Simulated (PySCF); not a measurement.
Species: GaCl2Br.
Bonds: Ga1–Cl2, Ga1–Cl3, Ga1–Br4.

Method used: PBE0-D3(BJ)/def2-SVP geometry optimisation, gas phase in PySCF 2.14.0.

(1) What internal coordinates does the optimisation give?

Results:

(1) 
```json
{"bond": "Ga1–Cl2, Ga1–Cl3", "length (Å)": "2.125"}
{"bond": "Ga1–Br4", "length (Å)": "2.260"}
```

Bonds in one row agree within 0.01 Å and their mean is given. A selection of angles:
```json
{"angle": "Cl2–Ga1–Cl3", "degrees": "118.5"}
{"angle": "Cl2–Ga1–Br4", "degrees": "120.3"}
{"angle": "Cl3–Ga1–Br4", "degrees": "121.2"}
```

The 4 heavy atoms lie in one plane (0.001 Å rms). Ga1 (gallium bonded to Br and 2 Cl) is planar (angles 121.2°, 120.3° and 118.5°, sum 360.0°, 0.00 Å off the plane of its three neighbours).

Point group: C2v (every atom within 0.08 Å of its image). Whether it is a minimum is left open (no frequencies).

Time: 24 s. Hardware: one thread of an x86-64 server, no GPU, on a shared host. That covers the optimisation of the geometry.
